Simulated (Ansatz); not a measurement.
Program: Ansatz. Geometries: PBE0-D4/def2-TZVP. ΔE: electronic, gas phase. CBS: MP2 limit from def2 TZ/QZ plus the TZ coupled-cluster correction, frozen cores. Functionals use def2-TZVPP. B3LYP here is the variant with VWN-RPA as its local correlation; programs differ in this. One conformer a species, not always the lowest.

Consider the redistribution: `O[SiH2]O[SiH](Cl)Cl` + `CBO` → `[SiH3]O[SiH](Cl)Cl` + `OBCO`.

```json
{"level": "r2SCAN-D4", "ΔE (kcal/mol)": "51.3", "difference from CCSD(T)/CBS": "-0.2"}
{"level": "PBE0-D4", "ΔE (kcal/mol)": "49.3", "difference from CCSD(T)/CBS": "-2.2"}
{"level": "B2PLYP", "ΔE (kcal/mol)": "51.2", "difference from CCSD(T)/CBS": "-0.3"}
{"level": "PBE", "ΔE (kcal/mol)": "47.9", "difference from CCSD(T)/CBS": "-3.6"}
{"level": "r2SCAN", "ΔE (kcal/mol)": "51.2", "difference from CCSD(T)/CBS": "-0.3"}
{"level": "PBE0", "ΔE (kcal/mol)": "49.0", "difference from CCSD(T)/CBS": "-2.5"}
{"level": "B3LYP", "ΔE (kcal/mol)": "49.7", "difference from CCSD(T)/CBS": "-1.8"}
{"level": "MP2/def2-TZVPP", "ΔE (kcal/mol)": "53.2", "difference from CCSD(T)/CBS": "1.7"}
{"level": "SCS-MP2/def2-TZVPP", "ΔE (kcal/mol)": "51.8", "difference from CCSD(T)/CBS": "0.3"}
{"level": "CCSD/def2-TZVPP", "ΔE (kcal/mol)": "51.1", "difference from CCSD(T)/CBS": "-0.4"}
{"level": "CCSD(T)/def2-TZVPP", "ΔE (kcal/mol)": "51.0", "difference from CCSD(T)/CBS": "-0.5"}
{"level": "HF/def2-QZVPP", "ΔE (kcal/mol)": "51.2", "difference from CCSD(T)/CBS": "-0.3"}
{"level": "SCS-MP2/def2-QZVPP", "ΔE (kcal/mol)": "52.2", "difference from CCSD(T)/CBS": "0.7"}
{"level": "HF/CBS(def2)", "ΔE (kcal/mol)": "51.2", "difference from CCSD(T)/CBS": "-0.3"}
{"level": "MP2/CBS(def2)", "ΔE (kcal/mol)": "53.7", "difference from CCSD(T)/CBS": "2.2"}
{"level": "CCSD/CBS(def2)", "ΔE (kcal/mol)": "51.6", "difference from CCSD(T)/CBS": "0.1"}
{"level": "CCSD(T)/CBS", "ΔE (kcal/mol)": "51.5", "difference from CCSD(T)/CBS": "0"}
```

Largest T1 diagnostic among the species: 0.012.

From PBE to PBE0 (25 % exact exchange), in def2-TZVPP and without D4, ΔE moves by +1.1 kcal/mol.
